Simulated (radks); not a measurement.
Fractional charge and spin in the 4s shell of gallium: the spin-up occupation runs from 0 to 1 and the spin-down occupation from 0 to 1; the fullest corner is Ga, [Ar] 3d10 4p(up 0.5, down 0.5) 4s(up 1, down 1). Calculated with a radial shooting solver on a logarithmic mesh with Libxc functionals: non-relativistic Kohn-Sham, r2SCAN, spin-polarised, spherical densities, point nucleus; meta-GGA in the generalised Kohn-Sham scheme. Energy (eV) above the fullest corner. The planes named below are the two flat planes that join the four corners, with an edge along up + down = one added electron.

| down \ up | 0 | 0.25 | 0.5 | 0.75 | 1 |
|---|---|---|---|---|---|
| 0 | 34.557 | 28.281 | 22.504 | 17.219 | 12.429 |
| 0.25 | 28.281 | 22.657 | 17.514 | 12.849 | 8.668 |
| 0.5 | 22.504 | 17.514 | 12.992 | 8.936 | 5.349 |
| 0.75 | 17.219 | 12.849 | 8.936 | 5.475 | 2.462 |
| 1 | 12.429 | 8.668 | 5.349 | 2.462 | 0.000 |

Corners above the fullest one (they belong to Ga+ and the next ion): (up 1, down 0) 12.429 eV, (up 0, down 1) 12.429 eV, (up 0, down 0) 34.557 eV. With half an added electron in each spin the energy lies 0.563 eV from the planes, and with half an added electron in spin up alone -0.989 eV. The planes are only a guide here: the flat-plane condition holds for ground states with one frontier orbital, while this shell lies below other occupied shells, so the corners above the fullest one are inner-hole states and not the ground states of those ions.
